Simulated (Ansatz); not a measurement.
`[CH3][GeH2][SH]` + PH₃ → `[PH2][GeH2][SH]` + CH₄ at 700 K and 1 bar (ligand exchange at a Ge–C bond).

Calculated with Ansatz (gas phase, PBE0-D4/def2-TZVP geometries, no zero-point term in ΔE). CCSD(T)/CBS is the MP2 limit (def2-TZVPP, def2-QZVPP) plus CCSD(T) − MP2 in def2-TZVPP, frozen cores. This one scheme is used for every species. For Ge outer-core shells are correlated without core-valence functions, which leaves a few kJ/mol of doubt a bond. Scalar relativity is left out up to krypton. One conformer a species, not always the lowest.

```json
{"species": "`[CH3][GeH2][SH]`", "CCSD(T)/CBS energy (Eh)": "-2515.57584", "H − E (kJ/mol)": "228.8", "S (J/(mol·K))": "427.7"}
{"species": "PH₃", "CCSD(T)/CBS energy (Eh)": "-342.72256", "H − E (kJ/mol)": "91.5", "S (J/(mol·K))": "248.3"}
{"species": "`[PH2][GeH2][SH]`", "CCSD(T)/CBS energy (Eh)": "-2817.85197", "H − E (kJ/mol)": "180.6", "S (J/(mol·K))": "440.3"}
{"species": "CH₄", "CCSD(T)/CBS energy (Eh)": "-40.46206", "H − E (kJ/mol)": "145.9", "S (J/(mol·K))": "224.0"}
```

H − E and S are ideal-gas, rigid-rotor, harmonic terms from PBE0-D4/def2-TZVP, for one conformer and one mirror image of each species. 1 Eh = 2625.50 kJ/mol, R = 8.31446 J/(mol·K).

Q: By hand: ΔE, ΔH, ΔS and ΔG.

A: ΔE = (-2817.85197) + (-40.46206) − (-2515.57584) − (-342.72256) = -0.01563 Eh = -41.0 kJ/mol. Δ(H − E) = 180.6 + 145.9 − 228.8 − 91.5 = 6.2, so ΔH = -34.8 kJ/mol. ΔS = 440.3 + 224.0 − 427.7 − 248.3 = -11.7 J/(mol·K). ΔG = -34.8 − 700 × (-11.7)/1000 = -26.6 kJ/mol.

Q: By hand: the equilibrium constant, and the temperature at which ΔG would vanish if ΔH and ΔS stayed fixed.

A: log₁₀ K = −ΔG/(RT ln 10) = 2.0. ΔG = 0 at ΔH/ΔS = 2974 K, far beyond where these terms or the molecules hold.

The number of gas molecules stays the same, so ΔS is small and ΔH decides. A doubt of 5 kJ/mol in ΔE shifts log₁₀ K by 0.4 here. Other conformers and mirror images would add mixing entropy, several J/(mol·K) or more a flexible species. These are equilibria of isolated gas molecules and say nothing of rates. Largest T1 diagnostic: 0.013 (customary marks: 0.02 for closed shells, 0.045 for open ones).
